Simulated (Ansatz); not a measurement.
Gas-phase electronic energies from Ansatz, PBE0-D4/def2-TZVP geometries. CBS: MP2 limit from def2 TZ/QZ plus the TZ coupled-cluster correction, frozen cores. This one scheme is used for every species. Functionals use def2-TZVPP. B3LYP here is the variant with VWN-RPA as its local correlation; programs differ in this. One conformer a species, not always the lowest.

`[CH3][AlH][BH]N` + `[SiH3]S` → `[CH3][AlH][S][SiH3]` + `BN`  (cleavage of the Al–B bond)

`[CH3][AlH][BH]N`:

```xyz
11

C     1.057    2.008   -0.499
Al   -0.249    0.550   -0.422
B    -0.030   -1.289    0.656
N    -1.065   -2.217    0.605
H     1.337    2.225   -1.536
H     1.973    1.803    0.061
H     0.623    2.935   -0.105
H    -1.609    0.771   -1.251
H     0.922   -1.610    1.320
H    -1.042   -3.105    1.083
H    -1.916   -2.072    0.086
```

`[SiH3]S`:

Z-matrix (Å, degrees):
```
Si
S 1 2.137
H 1 1.485 2 111.6
H 1 1.485 2 111.6 3 -122.0
H 1 1.482 2 104.8 3 119.0
H 2 1.344 1 94.7 3 60.9
```

`[CH3][AlH][S][SiH3]`:

Cartesian coordinates in Å:
```
C 0.898 0.778 1.222
Al 1.109 0.948 -0.705
S -0.178 -0.163 -2.086
Si -1.409 -1.221 -0.701
H 1.682 1.320 1.757
H -0.067 1.180 1.548
H 0.928 -0.267 1.544
H 2.179 1.872 -1.415
H -2.135 -0.294 0.205
H -2.394 -1.993 -1.498
H -0.613 -2.162 0.129
```

`BN`:

Cartesian coordinates in Å:
```
B 0.592 0.320 0.117
N -0.609 -0.329 -0.120
H 0.582 1.360 0.709
H 1.607 -0.176 -0.278
H -0.675 -1.204 -0.611
H -1.498 0.030 0.182
```

```json
{"level": "PBE-D4", "ΔE (kJ/mol)": "-160.3", "difference from CCSD(T)/CBS": "9.8"}
{"level": "r2SCAN-D4", "ΔE (kJ/mol)": "-172.4", "difference from CCSD(T)/CBS": "-2.3"}
{"level": "B3LYP-D4", "ΔE (kJ/mol)": "-169.1", "difference from CCSD(T)/CBS": "1.0"}
{"level": "ωB97M-V", "ΔE (kJ/mol)": "-170.6", "difference from CCSD(T)/CBS": "-0.5"}
{"level": "r2SCAN", "ΔE (kJ/mol)": "-171.1", "difference from CCSD(T)/CBS": "-1.0"}
{"level": "PBE0", "ΔE (kJ/mol)": "-161.3", "difference from CCSD(T)/CBS": "8.8"}
{"level": "HF/def2-TZVPP", "ΔE (kJ/mol)": "-172.9", "difference from CCSD(T)/CBS": "-2.8"}
{"level": "CCSD(T)/def2-TZVPP", "ΔE (kJ/mol)": "-166.9", "difference from CCSD(T)/CBS": "3.2"}
{"level": "HF/CBS(def2)", "ΔE (kJ/mol)": "-172.5", "difference from CCSD(T)/CBS": "-2.4"}
{"level": "MP2/CBS(def2)", "ΔE (kJ/mol)": "-182.3", "difference from CCSD(T)/CBS": "-12.2"}
{"level": "CCSD(T)/CBS", "ΔE (kJ/mol)": "-170.1", "difference from CCSD(T)/CBS": "0"}
```

Largest T1 diagnostic among the species: 0.012.

From PBE to PBE0 (25 % exact exchange), in def2-TZVPP and without D4, ΔE moves by −6.0 kJ/mol. The D4 term adds −8.0 kJ/mol with B3LYP and −4.5 kJ/mol with PBE0; it sums over pairs of atoms, weighted by their polarisabilities, and B3LYP, whose exchange is more repulsive, gets the larger term.
